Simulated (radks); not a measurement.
Q: W XLI, configuration [Ar] 3d10 4s2 4p4. Method: scalar-relativistic Kohn-Sham, r2SCAN, spin-polarised, spherical densities, finite nucleus; open shells are filled with parallel spins first (spin-orbit coupling, left out, can overturn this in heavy ions); meta-GGA in the generalised Kohn-Sham scheme; Fermi nuclear charge, rms radius 5.3658 fm; computed with a radial shooting solver on a logarithmic mesh with Libxc functionals. Some entries of the table are withheld. Estimate them.

orbital  occ.  eigenvalue (eV)  r(max) (bohr)  <r> (bohr)
1s up       1        -71409.20        0.01146     0.01835
1s down     1        -71406.12        0.01146     0.01835
2s up       1        -13865.98        0.06562     0.07747
2s down     1        -13865.30        0.06562     0.07747
2p up       3        -12358.26        0.05385     0.06935
2p down     3        -12356.28        0.05386     0.06935
3s up       1        -4544.005         0.1838      0.1982
3s down     1        -4542.364         0.1839      0.1982
3p up       3        -4093.450         0.1816      0.1977
3p down     3        -4091.252         0.1817      0.1977
3d up       5        -3588.198         0.1477      0.1784
3d down     5        -3585.886         0.1477      0.1784
4s up       1        -2119.950         0.3939      0.4006
4s down     1        -2107.999         0.3938      0.4008
4p up       3        -1950.447         0.4048      0.4112
4p down     1        -1938.748         0.4046      0.4115
4d up       0              (1)         0.3978      0.4083
4d down     0              (2)         0.3973      0.4081
5s up       0        -1205.417         0.6981      0.6784
5s down     0        -1198.176         0.7020      0.6816

A: 
(1) 4d up eigenvalue (eV): -1750.531
(2) 4d down eigenvalue (eV): -1739.685
